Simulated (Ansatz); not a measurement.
Program: Ansatz. Geometries: PBE0-D4/def2-TZVP. ΔE: electronic, gas phase. CBS: MP2 limit from def2 TZ/QZ plus the TZ coupled-cluster correction, frozen cores. This one scheme is used for every species, atoms too. DFT in def2-TZVPP. B3LYP here is the variant with VWN-RPA as its local correlation; programs differ in this. HSE06 is defined as in plane-wave codes. Open shells (•) are unrestricted, without spin–orbit coupling. Spin–orbit coupling would lower the free atoms: strongly for I. def2 core potentials past Kr. Bonds to I are less sure, by a few kJ/mol each and by 10 to 20 or more in all where they break to atoms, as the def2 sets lack core-valence functions.

Reaction (hydrogen abstraction from the I–H bond): HI + `[CH3]`• → I• + CH₄

```json
{"level": "LDA (SPW92)", "ΔE (eV)": "-1.37"}
{"level": "PBE0-D4", "ΔE (eV)": "-1.37"}
{"level": "B3LYP-D4", "ΔE (eV)": "-1.41"}
{"level": "HSE06-D4", "ΔE (eV)": "-1.37"}
{"level": "LC-ωPBE", "ΔE (eV)": "-1.44"}
{"level": "CCSD/def2-SVP", "ΔE (eV)": "-1.54"}
{"level": "CCSD(T)/def2-TZVPP", "ΔE (eV)": "-1.39"}
{"level": "HF/def2-QZVPP", "ΔE (eV)": "-1.40"}
```

Question: What does CCSD(T)/CBS give? (Estimate.)

Answer: The calculation gave: -1.34 eV. The listed levels differ from it by -0.03, -0.03, -0.07, -0.03, -0.10, -0.20, -0.05, -0.06 eV.

Largest T1 diagnostic among the species: 0.008.

From BLYP to BHLYP (50 % exact exchange), in def2-TZVPP and without D4, ΔE moves by −0.07 eV. At CCSD(T), def2-SVP lies −0.19 eV from the extrapolated value and def2-TZVPP −0.05 eV. Leaving LDA and LC-ωPBE aside and taking each functional with its dispersion term where it has one, the values, not all of them listed here, spread over 0.25 eV, from ωB97M-V to r2SCAN-D4.

CCSD(T)/CBS has its own doubt, a few kJ/mol and more with outer-core shells, so smaller differences from it don't rank the levels.
